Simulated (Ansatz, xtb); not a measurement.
# C5H11B: which of two isomers lies lower

We compare X, `CBC=C(C)C`, a singlet, with Y, `C[C@@H]1BCCC1`, a singlet. Both are isolated molecules in the gas phase, relaxed with PBE0-D3(BJ)/def2-SVP; each stands in its lowest conformer found.

Energies in hartree; the thermal terms are from GFN2-xTB frequencies at re-optimised GFN2-xTB minima (ideal gas, soft modes damped towards free rotors, one conformer each, 298.15 K, 1 atm) and include the zero-point energy:

```
                              X           Y
E, CCSD(T)/def2-SVP  −221.144476  −221.158715
    E, MP2/def2-SVP  −221.039804  −221.057044
  E, MP2/def2-TZVPP  −221.448409  −221.462365
  zero-point energy     0.145354     0.149573
       H(298 K) − E     0.155074     0.157207
       G(298 K) − E     0.112628     0.119755
```

Q: Correct the CCSD(T) difference for the basis set by the MP2 change, then work out ΔE, ΔE₀, ΔH and ΔG for X → Y in kcal/mol (1 Eh = 627.51 kcal/mol) and the equilibrium ratio [Y]/[X].

A: 1. Differences Y − X: CCSD(T) −0.014239, MP2 in the small set −0.017240, MP2 in the large set −0.013956 Eh.
2. ΔE = −0.014239 + (−0.013956 − (−0.017240)) = −0.010955 Eh = −6.87 kcal/mol.
3. ΔE₀ = ΔE + ΔZPE = −0.010955 + (+0.004219) Eh = −4.23 kcal/mol.
4. ΔH = ΔE + (+0.002133) Eh = −5.54 kcal/mol.
5. ΔG = ΔE + (+0.007127) Eh = −2.40 kcal/mol, so ΔS = (ΔH − ΔG)/T = −44.0 J/(mol K).
6. kT = 0.9442 mEh, so K = [Y]/[X] = exp(−ΔG/kT) = exp(+4.05) ≈ 58.

Structure Y is favoured at this temperature. An error of 1 kcal/mol in ΔG would change K by a factor of 5.4. Mirror images and further conformers aren't counted.

As drawn, Y has 2 C–C in place of 1 C=C. Structure X has no ring, Y a 5-membered ring.

Other levels gave ΔE = −17.6 (GFN2-xTB); −36.3 (HF/STO-3G, GFN2-xTB geometries); −8.5 (r2SCAN-D4/def2-SVP, GFN2-xTB geometries); −12.0 (PBE0-D3(BJ)/def2-SVP); −6.5 (HF/def2-SVP); −10.8 (MP2/def2-SVP); −8.9 (CCSD(T)/def2-SVP) kcal/mol. The correlated steps freeze 6 core orbitals. Programs: Ansatz 0.2.0, xtb 6.7.1.
